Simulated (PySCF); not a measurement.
# Converging BiCl in the basis (CCSD)

PySCF, UHF reference; triplet, unpaired electrons π ↑↑; De to Bi + Cl without counterpoise correction. Frozen cores follow the default of each basis and core potential.

```tsv
basis	relativity	functions	Re (Å)	ωe (cm⁻¹)	De (eV)	frozen orbitals
def2-SVP	scalar-relativistic core potentials	44	2.487	335	2.19	9
cc-pVDZ-PP/cc-pV(D+d)Z	scalar-relativistic core potentials	46	2.491	324	2.19	9
def2-SVPD	scalar-relativistic core potentials	59	2.512	321	2.45	9
x2c-TZVPPall	spin-free X2C	125	2.441	340	2.59	39
```

**Question.** How does each smaller set differ from the one with most functions, x2c-TZVPPall?

**Answer.** def2-SVP: +4.6 pm, -1.5 % in ωe, -0.40 eV in De; cc-pVDZ-PP/cc-pV(D+d)Z: +5.0 pm, -4.7 % in ωe, -0.40 eV in De; def2-SVPD: +7.1 pm, -5.6 % in ωe, -0.14 eV in De. All at CCSD; the set with most functions is neither the basis-set limit nor always the best. The rows treat relativity differently, so the differences are not basis effects alone.

Correlated steps freeze the inner cores (9 to 39 orbitals); shallow outer-core shells are correlated. Correlated levels converge slowly with the basis: in double zeta they bind strong bonds too weakly, by up to about 1 eV, and carry superposition errors of some tenths. These are scalar-relativistic numbers at best; spin–orbit coupling would shift them, the dissociation energy most. The state was picked by a PBE0 search and need not be the measured ground state.
